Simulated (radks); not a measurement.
Problem. Radial electron density D(r) = 4 pi r^2 rho(r) of an atom or ion with 3 electrons. Method: Dirac Kohn-Sham, PBE, spin-unpolarised, spherical densities, finite nucleus; Fermi nuclear charge, rms radius of each element as measured or else 0.836 A^(1/3) + 0.57 fm; computed with a radial shooting solver on a logarithmic mesh with Libxc functionals.

r (bohr),D(r) (e/bohr)
0.02117,0.8695
0.02349,1.036
0.02586,1.214
0.02846,1.418
0.03158,1.671
0.03477,1.936
0.03827,2.233
0.04246,2.592
0.04674,2.958
0.05145,3.355
0.05709,3.818
0.06284,4.270
0.06917,4.736
0.07676,5.248
0.08449,5.712
0.093,6.151
0.1032,6.578
0.1136,6.905
0.125,7.147
0.1387,7.291
0.1527,7.295
0.1681,7.163
0.1851,6.891
0.2053,6.442
0.226,5.899
0.2488,5.260
0.2761,4.498
0.3039,3.773
0.3345,3.072
0.3712,2.388
0.4086,1.861
0.4497,1.456
0.499,1.162
0.5493,1.016
0.6046,0.9663
0.6709,0.9868
0.7385,1.035
0.8129,1.077
0.902,1.082
0.9929,1.033
1.093,0.9330
1.213,0.7791
1.335,0.6157
1.469,0.4535
1.617,0.3097
1.795,0.1868
1.976,0.1066
2.175,0.05512
2.413,0.02385
2.656,0.009717
2.924,0.003475
3.244,0.0009712
3.571,0.0002546

What is the nuclear charge?

Solution. Z = 7. The innermost maximum, from 1s, lies near gamma/Z bohr with gamma = sqrt(1 - (Z/c)^2) = 0.999, here 0.143 bohr (found: 0.146), and its height grows with Z. The density is that of the nitrogen ion N4+ in [He] 2s1; the configuration itself is not fixed sharply by these data. D(r) has 2 maxima, at r = 0.146, 0.867 bohr, and minima at 0.614 bohr, inside which lie 2.09 electrons.
